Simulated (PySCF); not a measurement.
## Electron correlation in Xe³⁶⁺ (xenon, charge +36)

[Ar], closed-shell 1S. Computed with PySCF 2.14 in an even-tempered Gaussian basis (18 s from 6.2 bohr⁻², ratio 2.5; 12 p from 8.1 bohr⁻², ratio 2.5; 5 d from 37 bohr⁻², ratio 2.7; 4 f from 55 bohr⁻², ratio 2.7), with the spin-free X2C one-electron Hamiltonian (Gaussian nucleus). Frozen: 1s2; 16 electrons correlated; the 21 highest virtual orbitals of each spin left out.

```csv
level,correlation energy (mhartree)
CCSD,-650.85
(T),-1.18
CCSD(T),-652.03
```

Diagnostics: T1 = 0.00033, D1 = 0.0007, largest double amplitude 0.015.

Cost of the coupled-cluster step: roughly 14 core-seconds, for 16 correlated electrons.

At this charge the one-electron X2C treatment keeps the bare 1/r₁₂, with no two-electron picture change or Breit term. The effect here is smaller than on the frozen 1s shell; and a scalar Hamiltonian misses the large spin-orbit splitting of the p shells, which matters for ns² → np² pairs.
